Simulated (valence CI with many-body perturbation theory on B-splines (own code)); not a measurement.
Sb10+ in three bases

Computed by configuration interaction combined with many-body perturbation theory (CI+MBPT): five valence electrons over a frozen Dirac-Fock core [Kr], radial functions for each j: 7 s, 7 p, 8 d, 6 f, 4 g, 1 h, with the one-electron correlation potential Σ1, the two-electron term Σ2, the three-electron term Σ3, Breit, model QED; selected CI, second order for the rest (own B-spline code, finite nucleus).

No measured levels were compared; by estimate terms of the open shell hold to 2 to 4 % of their energy, and close levels can change places. Among the levels kept, up to 530 cm⁻¹ of a level comes from second order outside the variational space, and about a tenth of that is noise between levels of different J, which matters for small intervals. Only levels of the ground parity were solved; by the run's estimate the other parity begins above the list, which can be wrong where configurations are misplaced.

The reference run has the lowest level 4d5 6S_5/2 and an ionisation energy of 214.516 eV. Its largest variational space holds 20000 state functions.

Names give the largest LS component (configuration and term), which can be under half, so a name can repeat, a term be missing and a line seem to break the LS rules; names also repeat where a configuration has a term twice. Letters in brackets count levels of one name in rising energy.

Changed runs:
A. basis 6 s, 6 p, 5 d, 5 f, 1 g
B. basis 5 s, 5 p, 4 d, 4 f

Excitation energies of the reference run in cm⁻¹, and shifts in cm⁻¹:

```csv
Level,Reference,A,B
4d5 4G_5/2 [a],33792,+442,+1586
4d5 4G_7/2,37683,+362,+1497
4d5 4G_11/2,38528,+402,+1507
4d5 4G_9/2,39348,+369,+1480
4d5 4G_5/2 [b],39664,+344,+1436
4d5 4D_3/2,40468,+474,+1613
4d5 4P_1/2,44056,+483,+1562
4d5 4D_7/2,46881,+350,+1802
4d5 4D_5/2,51496,+426,+1748
4d5 4D_1/2,52023,+448,+1700
4d5 4P_3/2,54037,+474,+1633
4d5 2I_11/2,54700,+585,+2005
Ionisation energy (eV),214.516,-0.044,-0.063
```
